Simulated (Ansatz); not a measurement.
System: C₆H₁₃O, net charge 0, doublet state. It need not be the lowest isomer of its formula. 
Coordinates optimised at B3LYP-D3(BJ)/def2-TZVP (Ansatz, an electronic-structure program):
SMILES: CCC[CH]CCO
```xyz
20

C      3.2087    -0.5534     0.6862
C      1.8957    -0.7537    -0.0645
C      1.2205     0.5786    -0.4439
C     -0.0492     0.4198    -1.2030
C     -1.3755     0.7429    -0.6126
C     -1.8683    -0.3206     0.3861
O     -3.0939     0.0382     1.0122
H      3.9235     0.0116     0.0831
H      3.0499     0.0004     1.6146
H      3.6701    -1.5086     0.9431
H      2.0726    -1.3327    -0.9755
H      1.2055    -1.3447     0.5438
H      1.9426     1.1587    -1.0353
H      1.0384     1.1572     0.4678
H     -0.0086    -0.0779    -2.1656
H     -1.3357     1.6960    -0.0729
H     -2.1287     0.8482    -1.4007
H     -1.1475    -0.4307     1.1967
H     -1.9514    -1.2908    -0.1182
H     -3.7710     0.1257     0.3325
```
Charge 0, spin multiplicity 2.

Computed values are from Ansatz. Correlated levels leave the core frozen unless marked. UHF or UKS for open shells. Spin-orbit coupling is left out. No relativistic terms. CBS marks a two-point X^-3 extrapolation of the correlation energy; Hartree-Fock from the larger set. [CCSD(T)-MP2]/basis is that difference in the basis named.

Q: What is the dipole moment at CCSD(T)/aug-cc-pVDZ?

A: 1.56 D.

Q: What is the T1 diagnostic at CCSD/cc-pVTZ?

A: 0.011.

Q: What is the total energy at RI-MP2/CBS(cc-pVTZ,cc-pVQZ)+[CCSD(T)-MP2]/cc-pVTZ?

A: -311.2493 Eh.

Q: What is the atomisation energy De at RI-MP2/CBS(cc-pVTZ,cc-pVQZ)+[CCSD(T)-MP2]/cc-pVTZ?

A: 1880.9 kcal/mol.
